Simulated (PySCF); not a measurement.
## Partial charges of `C=CC1=NN(C)C[C@@H]1OC`

Species: C7H12N2O.
Cartesian coordinates in Å at the GFN2-xTB level; atoms count from 1:
```
atom  x, y, z in Å
C1     3.091   -0.491   -0.267
C2     2.057   -1.330   -0.278
C3     0.693   -0.947   -0.071
N4    -0.278   -1.790   -0.103
N5    -1.439   -1.216    0.227
C6    -2.650   -1.806   -0.268
C7    -1.315    0.237    0.313
C8     0.211    0.465    0.258
O9     0.617    1.380   -0.732
C10    0.430    2.725   -0.374
H11    2.962    0.564   -0.105
H12    4.097   -0.836   -0.437
H13    2.199   -2.387   -0.456
H14   -3.471   -1.562    0.407
H15   -2.900   -1.451   -1.276
H16   -2.511   -2.884   -0.296
H17   -1.796    0.719   -0.548
H18   -1.779    0.593    1.235
H19    0.604    0.782    1.239
H20   -0.631    2.973   -0.249
H21    0.956    2.962    0.561
H22    0.845    3.319   -1.185
```

Density: PBE0/pcSseg-1 (PySCF); schemes: Mulliken, IAO, Hirshfeld and ESP-fitted. One conformer (not necessarily the lowest) at the GFN2-xTB geometry, without solvent, vibrations or thermal averaging.

Q: Do the Mulliken, IAO, Hirshfeld and ESP-fitted schemes agree on where the charge is lowest?

A: The schemes don't all agree: Mulliken O9 (-0.497); IAO O9 (-0.384); Hirshfeld O9 (-0.133); ESP-fitted C1 (-0.531).

Q: At which atom do the 4 schemes differ most?

A: At C8: from -0.072 (Mulliken) to +0.467 e (ESP-fitted), 0.539 e apart.

Q: For which atoms does the sign change between the 4 schemes (beyond +0.03 e in one, beyond −0.03 e in another)?

A: C7, C8 and H19. Atomic charges aren't observables, and each scheme defines them in its own way.

Q: Give the atomic charges in each scheme.

A: In e:

```csv
atom,environment,Mulliken,IAO,Hirshfeld,ESP-fitted
C1,terminal =CH2 carbon,-0.121,-0.328,-0.110,-0.531
C2,alkene CH carbon,-0.147,-0.147,-0.057,-0.161
C3,C=N carbon,+0.133,+0.067,+0.023,+0.193
N4,C=N nitrogen,-0.214,-0.173,-0.104,-0.405
N5,nitrogen bonded to 2 C and N,-0.489,-0.084,-0.020,-0.002
C6,N-methyl carbon,-0.045,-0.307,-0.069,-0.231
C7,sp3 carbon bound to nitrogen,+0.132,-0.202,-0.035,-0.102
C8,sp3 carbon bound to oxygen,-0.072,+0.054,+0.041,+0.467
O9,ether oxygen,-0.497,-0.384,-0.133,-0.367
C10,methoxy carbon,-0.023,-0.202,-0.040,-0.223
H11,vinylic hydrogen,+0.122,+0.149,+0.034,+0.213
H12,vinylic hydrogen,+0.113,+0.152,+0.044,+0.212
H13,vinylic hydrogen,+0.097,+0.160,+0.048,+0.167
H14,methyl hydrogen,+0.111,+0.147,+0.047,+0.089
H15,methyl hydrogen,+0.098,+0.123,+0.036,+0.112
H16,methyl hydrogen,+0.130,+0.171,+0.053,+0.131
H17,methylene hydrogen,+0.121,+0.137,+0.039,+0.098
H18,methylene hydrogen,+0.128,+0.148,+0.044,+0.047
H19,methine hydrogen,+0.117,+0.120,+0.033,-0.036
H20,methyl hydrogen,+0.090,+0.118,+0.036,+0.079
H21,methyl hydrogen,+0.090,+0.121,+0.037,+0.098
H22,methyl hydrogen,+0.127,+0.161,+0.053,+0.152
```

Mean size of the charges over all atoms: ESP-fitted 0.187 e, IAO 0.166 e, Mulliken 0.146 e, Hirshfeld 0.052 e. Each set sums to the total charge, 0, to within 0.001 e. The IAO scheme projects the occupied orbitals on a minimal set of polarised atomic orbitals and counts the electrons in each atom's part of it.

Q: Sum the charges by element, for elements with more than one atom.

A: 
```
element  atoms  Mulliken     IAO  Hirshfeld  ESP-fitted
      C      7    -0.144  -1.066     -0.247      -0.587
      N      2    -0.703  -0.258     -0.124      -0.407
      H     12    +1.344  +1.708     +0.504      +1.361
```

Q: How closely do the schemes follow one another over all atoms?

A: Correlation coefficient and root-mean-square difference: IAO with Hirshfeld 0.96, 0.129 e; Hirshfeld with ESP-fitted 0.90, 0.181 e; IAO with ESP-fitted 0.84, 0.127 e; Mulliken with Hirshfeld 0.73, 0.149 e; Mulliken with IAO 0.69, 0.146 e; Mulliken with ESP-fitted 0.53, 0.206 e.
